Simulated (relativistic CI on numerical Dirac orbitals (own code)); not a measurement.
Cu⁴⁺: 3d valence photoemission

Computed with this model: Dirac-Coulomb-Breit CI, orbitals from a KLI potential per configuration, model QED (radiative potential, 1s self-energy scaled to tabulated hydrogen-like ionisation energies), valence Slater integrals scaled by 0.8, multiplet model of photoemission in the sudden approximation; configurations [Ar] 3d7 → [Ar] 3d6; 80 K; Lorentzian 0.3 eV and Gaussian 0.5 eV FWHM. Energies are those of the free ion, without screening or charge transfer. The energies are binding energies and can lie tens of eV above those of solids. S is read from ⟨S²⟩ = S(S + 1).

Field parameters in Wybourne normalisation: D3d B²₀ = −7Dσ, B⁴₀ = −14Dq − 21Dτ, B⁴₃ = −14√(10/7) Dq; Oh B⁴₀ = 21Dq, B⁴₄ = √(5/14) B⁴₀; Td as Oh with Dq negative (B⁴₀ = 21Dq, B⁴₄ = √(5/14) B⁴₀). The field is a parameter set, without covalency.

Peaks in eV (height, largest 100): 79.8 (91), 81.9 (100), 83.1 (37), 84.4 (23).

(1) Which surroundings give this spectrum?
A. Td, 10Dq = -13200 cm⁻¹
B. free ion
C. Oh, 10Dq = 20200 cm⁻¹
D. Oh, 10Dq = 34100 cm⁻¹

## Answers

(1) A. Td, 10Dq = -13200 cm⁻¹, where the ground state has S = 1.50.
